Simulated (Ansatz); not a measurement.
Species: C5H6O, SMILES `O=C1C=CCC1` (charge 0, multiplicity 1).

Task: Give a relaxed geometry from B3LYP-D3(BJ)/def2-TZVP run with Ansatz (an electronic-structure program).

Result: This is not unique; one that fits is the end point of this relaxation, one of several conformers (outside a Z-matrix the atoms follow the SMILES, hydrogens last).
Z-matrix (Å, degrees):
```
C
H 1 1.0905
H 1 1.0905 2 107.04
C 1 1.5322 2 109.04 3 117.82
O 4 1.2090 1 125.88 2 -58.27
C 4 1.4779 5 127.12 1 -180.00
C 6 1.3349 4 110.29 5 180.00
H 6 1.0802 7 127.12 4 -180.00
H 7 1.0828 6 124.97 8 0.00
C 7 1.5050 9 121.80 6 180.00
H 10 1.0934 7 110.68 9 -58.68
H 10 1.0934 11 106.12 7 -120.13
```
